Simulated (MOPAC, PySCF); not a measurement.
CH$_{9}$BSi$_{2}$, SMILES `CB([SiH3])[SiH3]`, neutral singlet in the gas phase. 

Cartesian coordinates (Å):
SMILES: CB([SiH3])[SiH3]
```xyz
13

C      0.5764    -1.3088    -1.0246
B      0.0582    -0.1283    -0.1504
Si     1.3587     1.0359     0.8638
Si    -1.9138     0.2418     0.0709
H      1.6122    -1.2313    -1.3617
H      0.5564    -2.1655    -0.3270
H     -0.0664    -1.5933    -1.8598
H      2.6484     0.3574     1.1592
H      1.6538     2.1965    -0.0237
H      0.8097     1.5760     2.1334
H     -2.1942     1.7014     0.0733
H     -2.3214    -0.2852     1.4032
H     -2.7779    -0.3965    -0.9566
```
Charge 0, spin multiplicity 1.

All levels are single points at this geometry (B3LYP-D3(BJ)/def2-TZVP); Pople sets use spherical d functions. Orbital energies aren't observables, and empty levels follow the basis.

BP86/6-31G* in PySCF gives gap (eV) = 3.26.

Estimate the gap (eV) from each of these levels: ωB97X-D3(BJ)/def2-TZVP in PySCF; B3LYP/6-31G* in PySCF; B3LYP/LANL2DZ in PySCF; PM3 in MOPAC; PM7 in MOPAC.


```
level                            gap (eV)
-------------------------------  --------
ωB97X-D3(BJ)/def2-TZVP in PySCF      9.68
B3LYP/6-31G* in PySCF                4.97
B3LYP/LANL2DZ in PySCF               5.28
PM3 in MOPAC                         9.81
PM7 in MOPAC                         8.86
```
